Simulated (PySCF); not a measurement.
**Hf⁴¹⁺: fine-structure interval**

Hf⁴¹⁺ [Ar] 3d10 4s2 4p1 [4p1/2^1, M_J = 1/2] → Hf⁴¹⁺ [Ar] 3d10 4s2 4p1 [4p3/2^1, M_J = 3/2], as a difference of total energies. Calculation: PySCF 2.14, in an uncontracted even-tempered set (16 s from 5 bohr⁻², ratio 2.8; 13 p from 6.5 bohr⁻², ratio 2.8; 8 d from 12 bohr⁻², ratio 2.8; 4 f from 28 bohr⁻², ratio 3); the two-component X2C-1e Hamiltonian. Correlated levels: [Ne] frozen; the 72 highest virtual spinors dropped. "Screened" scales the spin-orbit matrix elements by Boettger's factors to mimic the two-electron term; Breit and QED terms are absent.

| method | fine-structure interval (cm⁻¹) |
| --- | --- |
| GHF (screened spin-orbit) | 683880 |
| GMP2 (screened spin-orbit) | 681520 |
| GHF (bare spin-orbit) | 705390 |
